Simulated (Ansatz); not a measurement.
`[F][Ga]([Cl])[O][SiH3]` + H₂ → `[F][GaH][O][SiH3]` + HCl  (hydrogenolysis of a Ga–Cl bond)

Computed with Ansatz on PBE0-D4/def2-TZVP structures; ΔE is electronic, products minus reactants. CCSD(T)/CBS adds triple-zeta CCSD(T) − MP2 to the extrapolated MP2 energy (def2 sets, frozen cores). This one scheme is used for every species. DFT in def2-TZVPP. B3LYP here is the variant with VWN-RPA as its local correlation; programs differ in this. HSE06 is defined as in plane-wave codes. For Ga outer-core shells are correlated without core-valence functions, which leaves a few kJ/mol of doubt a bond. Scalar relativity is left out up to krypton. One conformer a species, not always the lowest.

| level | ΔE (kJ/mol) | difference from CCSD(T)/CBS |
| --- | --- | --- |
| r2SCAN-D4 | 81.4 | 3.4 |
| B3LYP-D4 | 76.0 | -2.0 |
| HSE06-D4 | 76.5 | -1.5 |
| BHLYP-D4 | 79.7 | 1.7 |
| CAM-B3LYP-D4 | 72.0 | -6.0 |
| ωB97M-V | 75.1 | -2.9 |
| PBE | 70.6 | -7.4 |
| revPBE | 71.3 | -6.7 |
| HSE06 | 73.5 | -4.5 |
| LC-ωPBE | 70.3 | -7.7 |
| HF/def2-SVP | 76.9 | -1.1 |
| MP2/def2-TZVPP | 85.5 | 7.5 |
| CCSD/def2-TZVPP | 75.8 | -2.2 |
| CCSD(T)/def2-TZVPP | 78.5 | 0.5 |
| HF/def2-QZVPP | 77.4 | -0.6 |
| CCSD/CBS(def2) | 75.3 | -2.7 |
| CCSD(T)/CBS | 78.0 | 0 |

Largest T1 diagnostic among the species: 0.014.

The D4 term adds +5.6 kJ/mol with B3LYP and +3.1 kJ/mol with PBE0; it sums over pairs of atoms, weighted by their polarisabilities, and B3LYP, whose exchange is more repulsive, gets the larger term. Leaving LDA and LC-ωPBE aside and taking each functional with its dispersion term where it has one, the values, not all of them listed here, spread over 10.1 kJ/mol, from B97M-V to r2SCAN-D4. LDA lies −6.1 kJ/mol from PBE without D4.

CCSD(T)/CBS has its own doubt, a few kJ/mol and more with outer-core shells, so smaller differences from it don't rank the levels.
